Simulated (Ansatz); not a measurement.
Cost and result for the atomization energy of CH$_{10}$N$_{2}$Si$_{2}$ (`N[SiH2]C(N)[SiH3]`) (15 atoms, 14 bonds).

Z-matrix (Å, degrees):
```
Si
C 1 1.886
N 1 1.716 2 115.4
H 1 1.488 2 109.6 3 121.1
H 1 1.491 2 105.4 3 -120.1
Si 2 1.885 1 114.9 3 -169.9
N 2 1.477 1 106.7 3 63.5
H 2 1.098 1 105.0 3 -51.3
H 3 1.008 1 118.9 2 -53.6
H 3 1.007 1 119.4 2 87.4
H 6 1.491 2 109.1 1 -175.7
H 6 1.490 2 109.5 1 -58.2
H 6 1.490 2 112.9 1 63.2
H 7 1.014 2 111.4 1 -176.2
H 7 1.014 2 110.3 1 65.6
```

Charge 0, multiplicity 1. Geometry: relaxed with PBE0-D4/def2-TZVP. It is one conformer, not always the lowest. Program: Ansatz. All runs use 2 threads of an AMD EPYC 7R13 on a shared host and a share of an NVIDIA H100 80 GB. Times are those of one run each, without the atoms' runs, and a repeat can differ threefold. Electronic energies, without spin–orbit coupling; frozen cores. CCSD(T)/CBS adds CCSD(T) − MP2 in def2-TZVPP to the MP2 limit, and its time is that of the two runs behind it. T1 = 0.011. B3LYP takes the VWN-RPA correlation (the form of Gaussian; ORCA's B3LYP/G).

CCSD(T)/CBS is a level of theory with its own doubt, some kJ/mol a heavy atom from the limit and from the frozen cores, so smaller differences don't rank the functionals.

```json
{"level": "PBE-D4/def2-TZVPP (with forces)", "functions": "317", "wall time": "6.5 s"}
{"level": "PBE0-D4/def2-TZVPP", "functions": "317", "wall time": "8.5 s"}
{"level": "r2SCAN-D4/def2-TZVPP (with forces)", "functions": "317", "wall time": "8.5 s"}
{"level": "B3LYP-D4/def2-TZVPP (with forces)", "functions": "317", "wall time": "11 s"}
{"level": "ωB97X-V/def2-TZVPP", "functions": "317", "wall time": "12 s"}
{"level": "ωB97M-V/def2-TZVPP (with forces)", "functions": "317", "wall time": "12 s"}
{"level": "MP2/def2-QZVPP", "functions": "611", "wall time": "15 s"}
{"level": "CCSD(T)/def2-TZVPP", "functions": "317", "wall time": "20 s"}
{"level": "B2PLYP/def2-TZVPP", "functions": "317", "wall time": "26 s"}
{"level": "CCSD(T)/CBS(def2)", "functions": "–", "wall time": "34 s"}
```

(1) What atomization energy does each give, and how far from CCSD(T)/CBS? (An estimate is asked.)

Results:

(1) Computed: 
```tsv
level	atomization (kcal/mol)	difference from CCSD(T)/CBS	per bond
PBE-D4/def2-TZVPP (with forces)	1202.4	7.3	0.5
PBE0-D4/def2-TZVPP	1187.2	-7.9	-0.6
r2SCAN-D4/def2-TZVPP (with forces)	1188.1	-7.0	-0.5
B3LYP-D4/def2-TZVPP (with forces)	1197.8	2.7	0.2
ωB97X-V/def2-TZVPP	1202.4	7.3	0.5
ωB97M-V/def2-TZVPP (with forces)	1199.2	4.1	0.3
MP2/def2-QZVPP	1183.8	-11.3	-0.8
CCSD(T)/def2-TZVPP	1159.7	-35.4	-2.5
B2PLYP/def2-TZVPP	1179.1	-16.0	-1.1
CCSD(T)/CBS(def2)	1195.1	0.0	0.0
```

The D4 term adds +13.1 kcal/mol with B3LYP and +6.9 kcal/mol with PBE0; it sums over pairs of atoms, weighted by their polarisabilities, and B3LYP, whose exchange is more repulsive, gets the larger term. From PBE to PBE0 (25 % exact exchange), in def2-TZVPP and without D4, the atomization energy moves by −14.0 kcal/mol: exact exchange takes away binding that semilocal exchange gives to molecules. In def2-TZVPP, CCSD(T) changes the Hartree–Fock value by +307.5 kcal/mol (the triples alone add +14.8 kcal/mol) and MP2 by +310.5 kcal/mol; breaking electron pairs costs correlation energy, which Hartree–Fock lacks.
